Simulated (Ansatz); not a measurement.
PBE exchange is replaced step by step with exact exchange (0 % is PBE, 25 % PBE0; no dispersion term), basis def2-TZVP, Ansatz. System: Rb2F3. Total charge 0; doublet. Geometry: PBE0-D4/def2-SVP, each spin state at its own.

Geometry of the doublet:

```xyz
5

Rb   -1.291   -1.086    0.877
Rb    1.673    0.595   -0.680
F     1.139   -1.465    0.587
F    -0.587    1.448    0.446
F    -0.935    0.509   -1.230
```

In the def2 sets Rb takes a core potential; there is no spin–orbit coupling. In the doublet, F4 and F5 lie 1.95 Å apart (atoms count from 1), so these atoms are partly bonded to each other. In the quartet, F4 and F5 lie 1.93 Å apart, F3 and F5 lie 1.93 Å apart (atoms count from 1), so these atoms are partly bonded to each other. The structure comes from a short search, and lower isomers may exist.

HOMO and LUMO are taken over both spins.

| exact exchange (%) | HOMO (eV) | LUMO (eV) | gap (eV) | ⟨S²⟩ | quartet − doublet (kJ/mol) |
| --- | --- | --- | --- | --- | --- |
| 0 | -5.17 | -4.69 | 0.48 | 0.752 | 464.6 |
| 5 | -5.52 | -4.39 | 1.12 | 0.753 | 471.5 |
| 15 | -6.24 | -3.78 | 2.46 | 0.754 | 484.1 |
| 25 | -6.98 | -3.17 | 3.81 | 0.756 | 495.3 |
| 35 | -7.74 | -2.57 | 5.17 | 0.758 | 505.1 |
| 50 | -8.91 | -1.67 | 7.24 | 0.762 | 516.7 |

(1) Fit a straight line to the column «quartet − doublet (kJ/mol)» against the share of exact exchange and predict its value at 10 %.

Answers

(1) With x = exact exchange (%) and y = quartet − doublet (kJ/mol): mean x = 21.67, mean y = 489.6; Σ(x − x̄)(y − ȳ) = 1874, Σ(x − x̄)² = 1783; slope b = 1.051, intercept a = ȳ − b·x̄ = 466.8. The residuals of the fitted rows reach 2.6. At x = 10 the line gives 466.8 + (1.051 × 10) = 477.3; the run gave 478.0, 0.7 more than the line.
